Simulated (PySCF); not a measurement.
C₄H₅ClN₂S.
SMILES with atom numbers: `[Cl:1][CH2:2][CH2:3][c:4]1[n:5][cH:6][s:7][n:8]1` (hydrogens: H9, H10 on C2; H11, H12 on C3; H13 on C6)

Vertical excitations from PySCF (density fitting, frozen core in the response, grid level 2 and gas phase unless stated; continuum runs use non-equilibrium linear response for the excitations) on a GFN2-xTB geometry. Reference run:

| settings | S1, eV (f) | S2, eV (f) | S3, eV (f) | S4, eV (f) | S5, eV (f) | S6, eV (f) | T1, eV (Tamm–Dancoff) | mean α (au) |
| --- | --- | --- | --- | --- | --- | --- | --- | --- |
| PBE0/def2-SVPD, full TDDFT, 6 singlets | 5.23 (0.001) | 5.78 (0.089) | 5.99 (0.002) | 6.17 (0.000) | 6.21 (0.002) | 6.28 (0.002) | 4.04 | 88.9 |

Task: What do these settings give: PBE0/def2-SVPD, IEF-PCM tetrahydrofuran, energy threshold 1e-06 Eh, TDA, 1 singlet?

Result: 
```tsv
settings	S1, eV (f)	S2, eV (f)	S3, eV (f)	S4, eV (f)	S5, eV (f)	S6, eV (f)	T1, eV (Tamm–Dancoff)	mean α (au)
PBE0/def2-SVPD, IEF-PCM tetrahydrofuran, energy threshold 1e-06 Eh, TDA, 1 singlet	5.38 (0.002)	–	–	–	–	–	4.04	115.4
```

S1 moves by +0.15 eV; environment and response scheme change together, so the shift can't be laid on one. States are counted by energy in each run and needn't keep their character from row to row.

Task: Which orbital pairs make up S1 in each run, and how does it sit against the orbital gap?

Result: 
```json
{"settings": "PBE0/def2-SVPD, full TDDFT, 6 singlets", "S1 configurations (weight)": "H−1→L 0.72, H−3→L 0.22", "S1 (eV)": "5.23", "orbital gap (eV)": "6.55", "S1 − gap (eV)": "-1.32"}
{"settings": "PBE0/def2-SVPD, IEF-PCM tetrahydrofuran, energy threshold 1e-06 Eh, TDA, 1 singlet", "S1 configurations (weight)": "H−1→L 0.85, H−2→L 0.10", "S1 (eV)": "5.38", "orbital gap (eV)": "6.56", "S1 − gap (eV)": "-1.18"}
```

The structure is a single GFN2-xTB conformer; no vibrational corrections.

The values belong to the conformer `[Cl:1][CH2:2][CH2:3][c:4]1[n:5][cH:6][s:7][n:8]1`: Cl1–C2–C3–C4 -63°, C2–C3–C4–N5 -53°.
